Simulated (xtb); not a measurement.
C₆H₁₄AlO₂ (SMILES CC(C)[O][Al+][O]C(C)C), charge +1, singlet, at a GFN2-xTB geometry (such geometries of metal compounds can be far from the true shape), atoms displaced at random by about 0.06 Å a coordinate; GFN2-xTB (xtb).

xtb was given this input:
```
$ xtb mol.xyz --gfn 2 --chrg 1 --uhf 0 --opt --json

# file mol.xyz
23

Al     0.07433785     0.68928386     0.04677042
O     -0.02726469     0.32235387     1.86022427
C     -1.03212878    -0.47760838     2.63016318
C     -0.87548622    -1.89091867     2.12448699
C     -2.39909305     0.03888188     2.32701904
H     -0.65894928    -0.24195925     3.64073163
H     -1.08864766    -2.01647007     1.11516007
H     -1.58354097    -2.61182824     2.76294800
H      0.13789720    -2.16274299     2.33196372
H     -2.59008561     1.18158258     2.66285107
H     -2.65338658    -0.02454407     1.22584027
H     -3.13418722    -0.64030405     2.81735492
O      0.23879554     1.16188573    -1.40330897
C      1.05611231     0.53195695    -2.56142618
C      0.70283669    -0.81175108    -2.89236370
C      2.41966973     0.67720590    -2.00542995
H      0.80129159     1.19019358    -3.26482440
H      0.87761024    -1.39073207    -1.95202639
H      1.28277434    -1.19810360    -3.77942482
H     -0.37199854    -0.91723824    -3.14612241
H      2.82589680     1.70456391    -1.87688195
H      2.62288691     0.18892887    -1.30408179
H      3.11645698     0.42251305    -2.99067790
```

The log (banner, timings and long lists left out):

```
   ID    Z sym.   atoms
    1   13 Al     1
    2    8 O      2, 13
    3    6 C      3-5, 14-16
    4    1 H      6-12, 17-23

           -------------------------------------------------
          |                Calculation Setup                |
           -------------------------------------------------

           -------------------------------------------------
          |                 G F N 2 - x T B                 |
           -------------------------------------------------

          ...................................................
          :                      SETUP                      :
          :.................................................:
          :  # basis functions                  56          :
          :  # atomic orbitals                  55          :
          :  # shells                           33          :
          :  # electrons                        52          :
          :  max. iterations                   250          :
          :  Hamiltonian                  GFN2-xTB          :
          :  restarted?                      false          :
          :  GBSA solvation                  false          :
          :  PC potential                    false          :
          :  electronic temp.          300.0000000     K    :
          :  accuracy                    1.0000000          :
          :  -> integral cutoff          0.2500000E+02      :
          :  -> integral neglect         0.1000000E-07      :
          :  -> SCF convergence          0.1000000E-05 Eh   :
          :  -> wf. convergence          0.1000000E-03 e    :
          :  Broyden damping             0.4000000          :
          :  net charge                          1          :
          :  unpaired electrons                  0          :
          ...................................................

 iter      E             dE          RMSdq      gap      omega  full diag
   1    -29.0159322 -0.290159E+02  0.105E+01    3.54       0.0  T
   2    -29.1253182 -0.109386E+00  0.644E+00    2.11       1.0  T
   3    -29.0752733  0.500449E-01  0.278E+00    2.58       1.0  T
   4    -29.1404060 -0.651327E-01  0.659E-01    1.84       1.0  T
   5    -29.1434556 -0.304960E-02  0.483E-01    2.09       1.0  T
   6    -29.1436855 -0.229953E-03  0.232E-01    2.07       1.0  T
   7    -29.1437054 -0.199070E-04  0.109E-01    2.12       1.0  T
   8    -29.1437813 -0.758944E-04  0.297E-02    2.10       1.0  T
   9    -29.1437838 -0.247345E-05  0.108E-02    2.11       1.9  T
  10    -29.1437845 -0.640239E-06  0.394E-03    2.10       5.3  T
  11    -29.1437846 -0.139741E-06  0.182E-03    2.10      11.5  T
  12    -29.1437846 -0.429604E-08  0.578E-04    2.10      36.0  T
  13    -29.1437846 -0.259977E-09  0.181E-04    2.10     115.1  T

   *** convergence criteria satisfied after 13 iterations ***

         :::::::::::::::::::::::::::::::::::::::::::::::::::::
         ::                     SUMMARY                     ::
         :::::::::::::::::::::::::::::::::::::::::::::::::::::
         :: total energy             -28.741028696570 Eh    ::
         :: gradient norm              0.485248446007 Eh/a0 ::
         :: HOMO-LUMO gap              2.103505727504 eV    ::
         ::.................................................::
         :: SCC energy               -29.143703395624 Eh    ::
         :: -> isotropic ES            0.135217297626 Eh    ::
         :: -> anisotropic ES         -0.003032168650 Eh    ::
         :: -> anisotropic XC          0.007580982762 Eh    ::
         :: -> dispersion             -0.013376007873 Eh    ::
         :: repulsion energy           0.402674699053 Eh    ::
         :: add. restraining           0.000000000000 Eh    ::
         :: total charge               1.000000000000 e     ::
         :::::::::::::::::::::::::::::::::::::::::::::::::::::

      -----------------------------------------------------------
     |                   =====================                   |
     |                        A N C O P T                        |
     |                   =====================                   |
     |               Approximate Normal Coordinate               |
     |                Rational Function Optimizer                |
      -----------------------------------------------------------
      -----------------------------------------------------------
     |                   =====================                   |
     |                        A N C O P T                        |
     |                   =====================                   |
     |               Approximate Normal Coordinate               |
     |                Rational Function Optimizer                |
      -----------------------------------------------------------

          ...................................................
          :                      SETUP                      :
          :.................................................:
          :   optimization level            normal          :
          :   max. optcycles                   200          :
          :   ANC micro-cycles                  20          :
          :   degrees of freedom                63          :
          :.................................................:
          :   RF solver                   davidson          :
          :   write xtbopt.log                true          :
          :   linear?                        false          :
          :   energy convergence         0.5000000E-05 Eh   :
          :   grad. convergence          0.1000000E-02 Eh/α :
          :   maxmium RF displ.          1.0000000          :
          :   Hlow (freq-cutoff)         0.1000000E-01      :
          :   Hmax (freq-cutoff)         5.0000000          :
          :   S6 in model hess.         20.0000000          :
          ...................................................

generating ANC from exact Hessian ...
Using Lindh-Hessian (1995)
[...]
 * total energy  :   -28.7410287 Eh     change       -0.9585932E-10 Eh
 * total energy  :   -28.8385417 Eh     change       -0.9751295E-01 Eh
 * total energy  :   -28.8634551 Eh     change       -0.2491347E-01 Eh
 * total energy  :   -28.8665899 Eh     change       -0.3134769E-02 Eh
 * total energy  :   -28.8670608 Eh     change       -0.4708958E-03 Eh
 * total energy  :   -28.8671370 Eh     change       -0.7625363E-04 Eh
 * total energy  :   -28.8671530 Eh     change       -0.1601214E-04 Eh
 * total energy  :   -28.8671614 Eh     change       -0.8322502E-05 Eh
 * total energy  :   -28.8671663 Eh     change       -0.4902145E-05 Eh
   *** GEOMETRY OPTIMIZATION CONVERGED AFTER 9 ITERATIONS ***
         :: total energy             -28.867166273744 Eh    ::
[...]
        19        2.0000           -0.6137960             -16.7022
        20        2.0000           -0.6099850             -16.5985
        21        2.0000           -0.6054843             -16.4761
        22        2.0000           -0.6033244             -16.4173
        23        2.0000           -0.5929143             -16.1340
        24        2.0000           -0.5904677             -16.0674
        25        2.0000           -0.5880165             -16.0007
        26        2.0000           -0.5792394             -15.7619 (HOMO)
        27                         -0.4988672             -13.5749 (LUMO)
        28                         -0.3260966              -8.8735
        29                         -0.3246356              -8.8338
        30                         -0.3075261              -8.3682
        31                         -0.2920861              -7.9481
        32                         -0.1445723              -3.9340
        33                         -0.1420314              -3.8649
        34                         -0.0694419              -1.8896
        35                         -0.0506102              -1.3772
        36                         -0.0411070              -1.1186
        37                         -0.0361299              -0.9831
       ...                                ...                  ...
        55                          1.0965223              29.8379
      -------------------------------------------------------------
                  HL-Gap            0.0803722 Eh            2.1870 eV
             Fermi-level           -0.5390533 Eh          -14.6684 eV

     #   Z          covCN         q      C6AA      α(0)
     1  13 Al       1.628     0.580   181.816    33.055
     2   8 O        1.584    -0.261    18.374     5.784
     3   6 C        3.808     0.112    18.746     6.163
     4   6 C        3.753    -0.132    23.094     6.853
     5   6 C        3.752    -0.131    23.085     6.852
     6   1 H        0.924     0.116     1.643     2.004
     7   1 H        0.924     0.070     2.084     2.258
     8   1 H        0.925     0.098     1.802     2.099
     9   1 H        0.925     0.081     1.964     2.192
    10   1 H        0.925     0.087     1.907     2.160
    11   1 H        0.923     0.077     2.015     2.220
    12   1 H        0.925     0.098     1.805     2.101
    13   8 O        1.584    -0.262    18.401     5.789
    14   6 C        3.796     0.113    18.742     6.164
    15   6 C        3.753    -0.132    23.100     6.854
    16   6 C        3.753    -0.132    23.091     6.853
    17   1 H        0.924     0.114     1.663     2.017
    18   1 H        0.924     0.069     2.096     2.264
    19   1 H        0.925     0.097     1.814     2.106
    20   1 H        0.925     0.080     1.979     2.200
    21   1 H        0.925     0.085     1.925     2.169
    22   1 H        0.924     0.076     2.026     2.226
    23   1 H        0.925     0.097     1.810     2.104

 Mol. C6AA /au·bohr⁶  :       4609.456040
 Mol. C8AA /au·bohr⁸  :     142223.019963
 Mol. α(0) /au        :        114.485790

Wiberg/Mayer (AO) data.
largest (>0.10) Wiberg bond orders for each atom

 ---------------------------------------------------------------------------
     #   Z sym  total        # sym  WBO       # sym  WBO       # sym  WBO
 ---------------------------------------------------------------------------
     1  13 Al   3.560 --    13 O    1.474     2 O    1.468
     2   8 O    2.515 --     1 Al   1.468     3 C    0.885
     3   6 C    3.900 --     4 C    1.014     5 C    1.013     6 H    0.915
                             2 O    0.885
     4   6 C    3.984 --     3 C    1.014     9 H    0.976     8 H    0.965
                             7 H    0.938
     5   6 C    3.982 --     3 C    1.013    10 H    0.973    12 H    0.965
                            11 H    0.929
     6   1 H    0.981 --     3 C    0.915
     7   1 H    0.995 --     4 C    0.938
     8   1 H    0.988 --     4 C    0.965
     9   1 H    0.993 --     4 C    0.976
    10   1 H    0.992 --     5 C    0.973
    11   1 H    0.993 --     5 C    0.929
    12   1 H    0.988 --     5 C    0.965
    13   8 O    2.516 --     1 Al   1.474    14 C    0.882
    14   6 C    3.899 --    15 C    1.014    16 C    1.013    17 H    0.917
                            13 O    0.882
    15   6 C    3.984 --    14 C    1.014    20 H    0.977    19 H    0.965
                            18 H    0.943
    16   6 C    3.983 --    14 C    1.013    21 H    0.973    23 H    0.965
                            22 H    0.934
    17   1 H    0.982 --    14 C    0.917
    18   1 H    0.995 --    15 C    0.943
    19   1 H    0.988 --    15 C    0.965
    20   1 H    0.994 --    15 C    0.977
    21   1 H    0.993 --    16 C    0.973
    22   1 H    0.993 --    16 C    0.934
    23   1 H    0.988 --    16 C    0.965
 ---------------------------------------------------------------------------

Topologies differ in total number of bonds
Writing topology from bond orders to xtbtopo.mol

molecular dipole:
                 x           y           z       tot (Debye)
 q only:       -0.050      -0.482      -0.074
   full:       -0.038      -0.337      -0.039       0.867
molecular quadrupole (traceless):
                xx          xy          yy          xz          yz          zz
 q only:       -2.099       3.451     -11.478     -17.782      -4.958      13.577
  q+dip:       -2.903       3.154     -11.162     -16.244      -5.151      14.064
   full:       -1.250       2.964      -9.293     -15.272      -3.904      10.543

optimized geometry written to: xtbopt.xyz

           -------------------------------------------------
          | TOTAL ENERGY              -28.867166273744 Eh   |
          | GRADIENT NORM               0.000766682531 Eh/α |
          | HOMO-LUMO GAP               2.187038096181 eV   |
           -------------------------------------------------
```
